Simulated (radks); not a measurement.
The numbers below are computed, except where a source is named.
Isoelectronic series with 27 electrons, all held in the configuration [Ar] 3d7 4s2, which need not be the ground one along the series. Code: a radial shooting solver on a logarithmic mesh with Libxc functionals. Model: scalar-relativistic Kohn-Sham, PBE, spin-polarised, spherical densities, finite nucleus; open shells are filled with parallel spins first (spin-orbit coupling, left out, can overturn this in heavy ions); Fermi nuclear charge, rms radius of each element as measured or else 0.836 A^(1/3) + 0.57 fm. Total energies (hartree) and mean radii <r> (bohr):

| ion | E (hartree) | 4s down | 4s up |
|---|---|---|---|
| Co | -1393.22011 | 2.967 | 2.841 |
| Ni+ | -1520.02915 | 2.445 | 2.383 |
| Cu2+ | -1652.97918 | 2.122 | 2.083 |
| Zn3+ | -1792.05546 | 1.893 | 1.866 |
| Ga4+ | -1937.25672 | 1.717 | 1.697 |
| Ge5+ | -2088.58990 | 1.576 | 1.561 |
| As6+ | -2246.06727 | 1.460 | 1.447 |
| Se7+ | -2409.70374 | 1.362 | 1.351 |
| Br8+ | -2579.51758 | 1.277 | 1.268 |
| Kr9+ | -2755.52874 | 1.204 | 1.196 |
| Rb10+ | -2937.75932 | 1.139 | 1.132 |
| Sr11+ | -3126.23272 | 1.081 | 1.075 |
| Zr13+ | -3522.00977 | 0.9818 | 0.9772 |
| Nb14+ | -3729.36709 | 0.9390 | 0.9349 |
| Mo15+ | -3943.07490 | 0.9000 | 0.8963 |
| Tc16+ | -4163.16649 | 0.8642 | 0.8608 |
| Ru17+ | -4389.66968 | 0.8312 | 0.8281 |
| Rh18+ | -4622.62115 | 0.8006 | 0.7978 |
| Pd19+ | -4862.05270 | 0.7722 | 0.7697 |
